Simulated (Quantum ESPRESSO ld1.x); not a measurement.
Values are calculated unless marked as measured or tabulated.
Problem. These are the eigenvalues of the occupied orbitals of an atom or ion with whole-number occupations (Ry). Code: ld1.x of Quantum ESPRESSO 7.5. Model: Dirac Kohn-Sham, rPW86 exchange with PBE correlation, spin-unpolarised, spherical densities, point nucleus.

1s1/2: -6655.71
2s1/2: -1195.05
2p1/2: -1147.85
2p3/2: -977.247
3s1/2: -288.925
3p1/2: -267.652
3p3/2: -229.448
3d3/2: -194.733
3d5/2: -186.643
4s1/2: -66.8315
4p1/2: -57.5786
4p3/2: -48.1834
4d3/2: -33.1767
4d5/2: -31.4241
5s1/2: -12.1430
4f5/2: -11.9839
4f7/2: -11.5810
5p1/2: -8.94821
5p3/2: -7.15143
5d3/2: -2.70498
5d5/2: -2.48591
6s1/2: -1.62284
6p1/2: -0.97313
6p3/2: -0.80731

Which element is it, and in what charge state? The configuration may be excited. Open shells, if any, are shared by 2j + 1.

Solution. Z = 83, bismuth, charge +1: Bi+ in [Hg] 6p2. The list shows which subshells hold electrons but not how many an open one holds; the 1s level, -3327.9 hartree, gives Z - s = 81.6 by -(Z - s)^2/2, which with screening and relativity narrows Z to a few neighbours, and the depths of the outer levels then fix element, charge and occupations together.
